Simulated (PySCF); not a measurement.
Input for PySCF:
```python
from pyscf import gto, scf, dft

mol = gto.M(
    atom='''
C    -1.20737674    0.05679404   -0.23099301
C     0.08149985    0.01376709    0.43060907
C     1.30248053   -0.08335099   -0.14521574
H    -1.90844225   -0.68637557    0.17911264
H    -1.70998107    0.99470355    0.05610396
H    -1.14667474   -0.07339176   -1.30958177
H     0.04418095    0.06742610    1.52303029
H     1.50139258    0.26564072   -1.15435202
H     2.15990263   -0.49126387    0.37928506
''',
    basis='3-21g',
    charge=1,
    spin=1,
    verbose=4,
)

mf = dft.UKS(mol)
mf.xc = 'pbe0'
mf.kernel()
```

**Question.** What does this run give for the Mulliken (on the basis functions themselves) charges in atom order, HOMO energy, number of basis functions, nuclear repulsion energy, total energy, <S^2>?

**Answer.** 
```
Item                                                                                                                                             Value
------------------------------------------------------------------  ----------------------------------------------------------------------------------
Mulliken (on the basis functions themselves) charges in atom order  C1 -0.74, C2 -0.11, C3 -0.28, H4 0.36, H5 0.36, H6 0.31, H7 0.37, H8 0.36, H9 0.36
HOMO energy                                                                                                                                  -15.18 eV
number of basis functions                                                                                                                           39
nuclear repulsion energy                                                                                                                    70.9082 Eh
total energy                                                                                                                            -116.759501 Ha
<S^2>                                                                                                                                            0.753
```

These values belong to the state on which the SCF converged, which isn't shown to be the lowest.
